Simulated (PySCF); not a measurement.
C16H24N6: Orbital levels and atomic charges

System: C16H24N6 (cyanobenzene emitter), SMILES CN(C)c1c(C#N)c(N(C)C)c(N(C)C)c(C#N)c1N(C)C.

Cartesian coordinates (Å):
```
  1 C     3.3024    1.7096   -0.4257
  2 N     2.3493    1.4296    0.6238
  3 C     2.3520    2.4121    1.6801
  4 C     1.1869    0.7367    0.2921
  5 C    -0.0968    1.3077    0.4217
  6 C    -0.1837    2.7052    0.5616
  7 N    -0.2504    3.8533    0.5594
  8 C    -1.2868    0.5949    0.1627
  9 N    -2.5489    1.1478    0.3695
 10 C    -2.7716    2.1214    1.4105
 11 C    -3.4247    1.3169   -0.7675
 12 C    -1.1859   -0.7357   -0.2934
 13 N    -2.3495   -1.4284   -0.6231
 14 C    -2.3523   -2.4116   -1.6788
 15 C    -3.3024   -1.7106    0.4264
 16 C     0.0979   -1.3068   -0.4231
 17 C     0.1843   -2.7047   -0.5609
 18 N     0.2481   -3.8530   -0.5594
 19 C     1.2881   -0.5935   -0.1652
 20 N     2.5499   -1.1472   -0.3710
 21 C     3.4239   -1.3170    0.7673
 22 C     2.7729   -2.1207   -1.4120
 23 H     3.2769    0.9174   -1.1679
 24 H     3.0799    2.6668   -0.9170
 25 H     4.3049    1.7650    0.0026
 26 H     1.6050    2.1559    2.4294
 27 H     3.3377    2.3927    2.1541
 28 H     2.1653    3.4332    1.3296
 29 H    -2.6715    3.1582    1.0702
 30 H    -2.0791    1.9525    2.2332
 31 H    -3.7911    1.9853    1.7835
 32 H    -3.2371    0.5367   -1.4987
 33 H    -4.4625    1.2524   -0.4353
 34 H    -3.2715    2.2959   -1.2420
 35 H    -2.1641   -3.4324   -1.3282
 36 H    -3.3387   -2.3936   -2.1514
 37 H    -1.6062   -2.1548   -2.4289
 38 H    -4.3047   -1.7674   -0.0027
 39 H    -3.2782   -0.9195    1.1699
 40 H    -3.0793   -2.6685    0.9162
 41 H     4.4626   -1.2541    0.4378
 42 H     3.2684   -2.2957    1.2411
 43 H     3.2362   -0.5373    1.4990
 44 H     2.6716   -3.1569   -1.0707
 45 H     3.7929   -1.9856   -1.7844
 46 H     2.0800   -1.9524   -2.2346
```

Method: B3LYP/6-31G*, gas phase, PySCF, fitting set def2-universal-JFIT up to Ne and JKFIT beyond, grid level 1.

Task: Give the orbital energies near the gap.

Result: 
| orbital | eV |
| --- | --- |
| HOMO-4 | -7.37 |
| HOMO-3 | -6.36 |
| HOMO-2 | -6.31 |
| HOMO-1 | -5.83 |
| HOMO | -4.85 |
| LUMO | -1.52 |
| LUMO+1 | -0.20 |
| LUMO+2 | 1.06 |
| LUMO+3 | 1.07 |

Task: Give the partial charges of the non-hydrogen atoms.

Result: 
```
atom  Mulliken    IAO  Hirshfeld
  C1     -0.31  -0.29      -0.05
  N2     -0.44  -0.20      -0.06
  C3     -0.33  -0.29      -0.05
  C4      0.24   0.09       0.04
  C5      0.02  -0.12      -0.02
  C6      0.09   0.14       0.08
  N7     -0.34  -0.27      -0.23
  C8      0.24   0.09       0.04
  N9     -0.44  -0.20      -0.06
 C10     -0.33  -0.29      -0.05
 C11     -0.31  -0.29      -0.05
 C12      0.24   0.09       0.04
 N13     -0.44  -0.20      -0.06
 C14     -0.33  -0.29      -0.05
 C15     -0.31  -0.29      -0.04
 C16      0.02  -0.12      -0.02
 C17      0.09   0.14       0.08
 N18     -0.34  -0.27      -0.23
 C19      0.24   0.09       0.04
 N20     -0.44  -0.20      -0.06
 C21     -0.31  -0.29      -0.05
 C22     -0.33  -0.29      -0.05
```
